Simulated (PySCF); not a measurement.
**Basis-set dependence of excited states**

Compound: B2F2H3N.
Numbering: `[NH2:1][BH:2][B:3]([F:4])[F:5]` (hydrogens: H6, H7 on N1; H8 on B2)

TDDFT with PBE0 (PySCF), vertical singlets, core orbitals frozen in the response, spherical d and f functions. Isolated species at its PBE0-D3(BJ)/def2-SVP geometry, gas phase.

Problem. How do the low singlets change with the basis? Take 6-31G*, def2-SVP, 6-31+G*, aug-cc-pVDZ, def2-TZVP, def2-TZVPD and aug-cc-pVTZ.

Solution. 

| basis | functions | diffuse | S1 (eV) | S2 (eV) | S3 (eV) | S4 (eV) | S5 (eV) | LUMO (eV) | α (au) |
| --- | --- | --- | --- | --- | --- | --- | --- | --- | --- |
| 6-31G* | 76 | no | 6.61 | 7.18 | 7.59 | 8.38 | 9.12 | 0.14 | 29.3 |
| def2-SVP | 85 | no | 6.54 | 7.06 | 7.49 | 8.36 | 9.01 | -0.15 | 30.4 |
| 6-31+G* | 96 | yes | 6.48 | 6.83 | 7.08 | 7.88 | 8.01 | -0.58 | 34.7 |
| aug-cc-pVDZ | 142 | yes | 6.39 | 6.76 | 7.06 | 7.76 | 7.91 | -0.64 | 38.3 |
| def2-TZVP | 173 | no | 6.44 | 6.91 | 7.30 | 8.07 | 8.58 | -0.43 | 35.7 |
| def2-TZVPD | 218 | yes | 6.38 | 6.81 | 7.16 | 7.85 | 7.96 | -0.56 | 38.4 |
| aug-cc-pVTZ | 299 | yes | 6.37 | 6.76 | 7.09 | 7.74 | 7.89 | -0.64 | 38.6 |

States are compared by their number. Against the largest diffuse basis here (aug-cc-pVTZ, itself not a converged limit), sets without diffuse functions differ by up to 0.24 eV in S1 and 1.23 eV in S5; the smaller diffuse sets differ by up to 0.11 and 0.12 eV. State by state, the largest deviation of a set without diffuse functions is S1 0.24, S2 0.42, S3 0.50, S4 0.64, S5 1.23 eV. The same number needn't mean the same state in each row. Against aug-cc-pVTZ the polarisability deviates by -24% in 6-31G*, -21% in def2-SVP, -10% in 6-31+G*, -1% in aug-cc-pVDZ, -7% in def2-TZVP, 0% in def2-TZVPD. A single + in a Pople set puts diffuse functions on heavy atoms only.

Without π bonds the low states are Rydberg-like; a valence basis with one diffuse set may place them up to an eV too high.
